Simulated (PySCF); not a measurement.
**Radial density of Mo (molybdenum, neutral)**

B2PLYP, [Kr] 4d5 5p1, high-spin 7P determinant (an excited configuration). Calculation: PySCF 2.14, in ANO-RCC-VTZP; scalar relativity by spin-free X2C-1e.

```csv
r (bohr),4πr²ρ (e/bohr),4πr²(ρα − ρβ)
0.0300,51.62,-0.0018
0.0505,44.62,0.0000
0.0850,59.94,0.0315
0.143,57.89,0.2278
0.240,41.61,0.5511
0.404,46.20,0.2279
0.680,13.84,0.3255
1.14,11.21,2.5848
1.92,3.856,2.2670
3.24,0.8026,0.7760
5.44,0.2073,0.2073
9.16,0.01078,0.0108
```

Densities and radii are taken from the X2C orbitals without a picture-change correction, which distorts them close to the nucleus.
